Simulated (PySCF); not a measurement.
Compound: CH8O2Si3 (charge -1 and doublet state).
Structure used (GFN2-xTB), in Å, numbered top down from 1:
```
atom  x, y, z in Å
O1    -1.8337    2.8654   -0.3183
C2    -0.7877    2.1563   -0.2021
Si3   -0.6157    0.6423    0.8530
Si4   -1.6493   -1.4169    0.5773
O5     1.0327    0.2583    0.8359
Si6    2.3257   -0.3123    0.1365
H7    -0.0044    2.2720   -0.9947
H8    -0.7462    0.9626    2.3109
H9    -3.1169   -1.2615    0.4728
H10   -1.5823   -2.6096    1.4727
H11   -1.2864   -2.0682   -0.7048
H12    2.2670   -0.2809   -1.3312
H13    3.4653    0.5005    0.5903
H14    2.5313   -1.7083    0.5595
```

The hyperfine couplings belong to this conformer and change with its torsions.

Identity: `[O-][CH][Si@@H]([SiH3])O[SiH3]` [radical] (charge -1).

The calculation used UKS B3LYP, pcH-1 on C H O Si, non-relativistic, mean-field spin-orbit, GIAO (PySCF 2.14.0). GFN2-xTB frequencies show an imaginary mode (35i cm⁻¹), so this geometry is no minimum at that level. Whether the extra electron is bound in the gas phase wasn't checked; a finite basis holds it in any case. Couplings are sensitive to structure, and on GFN2-xTB geometries they can be far from those on DFT ones, by a factor of two or more for some ions and for spin on atoms past the first row. Stability of the SCF solution: not tested.

Task: Where do the isotropic ENDOR lines of C2, H8, H9/H10/H11, H7, Si4, Si3 and Si6 fall at 3348.8 mT, to first order?

Result: For S = 1/2 in fast tumbling each set of equivalent nuclei gives two lines, ν± = |νn ± a/2| to first order, with νn = g_N μN B/h and μN/h = 7.62259 MHz/T.

| nuclei | isotope | g_N | νn (MHz) | a_iso (MHz) | lower line (MHz) | upper line (MHz) |
| --- | --- | --- | --- | --- | --- | --- |
| C2 | 13C | 1.4048 | 35.86 | 76.59 | 2.44 | 74.16 |
| H8 | 1H | 5.5857 | 142.58 | 18.54 | 133.31 | 151.85 |
| H9/H10/H11 | 1H | 5.5857 | 142.58 | 17.64 | 133.76 | 151.40 |
| H7 | 1H | 5.5857 | 142.58 | -2.85 | 141.16 | 144.01 |
| Si4 | 29Si | -1.1106 | 28.35 | -205.79 | 74.55 | 131.25 |
| Si3 | 29Si | -1.1106 | 28.35 | -53.20 | 1.75 | 54.95 |
| Si6 | 29Si | -1.1106 | 28.35 | -2.22 | 27.24 | 29.46 |

The rows for 13C and 29Si, of low natural abundance, apply to labelled samples.

Task: Which pairs are centred on the nuclear Larmor frequency, and which on half the coupling?

Result: Centred on νn, since |a| < 2νn: H8, H9/H10/H11, H7, Si3 and Si6. Centred on |a|/2 and split by 2νn: C2 and Si4.

Task: At what field would the lower line of Si6 fall to zero frequency?

Result: Where νn = |a|/2, that is B = 1.11 MHz/(1.1106 × 7.62259 MHz/T) = 131 mT, as far as first order holds there.

Means are taken over nuclei equivalent by connectivity, which assumes that they swap fast. The three 1H nuclei of mean +17.6 MHz run from -6.8 to 66.4 MHz in the frozen geometry.

Largest spin populations (Mulliken): O1 (+0.32), C2 (+0.30), Si3 (+0.21) and Si4 (+0.13). Three atoms exceed +0.15.

Time: 40 s (with the writing of density and orbital grids); peak memory 0.98 GiB. Hardware: an AMD EPYC 9B45 with one thread, shared host with 96 logical CPUs at a one-minute load of 12.
